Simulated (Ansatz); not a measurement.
AsMe2H (C2H7As), relaxed as a singlet with RKS PBE-D4/def2-SVP in Ansatz, starting from the GFN2-xTB geometry. Force threshold 0.02 eV/Å.

Start:

```xyz
10

As    0.703   -0.187    0.941
C     0.003   -1.426   -0.427
H     0.645   -1.389   -1.307
H    -1.010   -1.162   -0.723
H     0.005   -2.448   -0.053
C     0.119    1.482    0.066
H     0.167    2.316    0.764
H    -0.898    1.397   -0.314
H     0.785    1.704   -0.768
H    -0.519   -0.287    1.820
```

Question: Estimate the energy that the relaxation releases and the steps that it takes.

Answer: 0.05 eV, in 4 steps; 4.5 s on 2 threads of AMD EPYC 7R13 on a shared host. No frequencies were taken in this run, so the end may be a saddle point.

Question: Does the start keep its bonding and symmetry?

Answer: By distances, no bond broke or formed. The bond that changes most is As1–H10, from 1.51 to 1.55 Å (atoms count from 1). Point group Cs at the start, Cs at the end, both within 0.05 Å.

Question: Predict the relaxed structure.

Answer: 
| atom | x (Å) | y (Å) | z (Å) |
| --- | --- | --- | --- |
| As1 | 0.698 | -0.187 | 0.943 |
| C2 | 0.003 | -1.441 | -0.438 |
| H3 | 0.669 | -1.397 | -1.323 |
| H4 | -1.031 | -1.193 | -0.748 |
| H5 | 0.028 | -2.473 | -0.037 |
| C6 | 0.114 | 1.500 | 0.062 |
| H7 | 0.210 | 2.337 | 0.782 |
| H8 | -0.931 | 1.446 | -0.300 |
| H9 | 0.787 | 1.703 | -0.795 |
| H10 | -0.547 | -0.294 | 1.853 |
Bond lengths: 2 × As–C 1.99 Å; 6 × C–H 1.11 Å; 1 × As–H 1.55 Å.
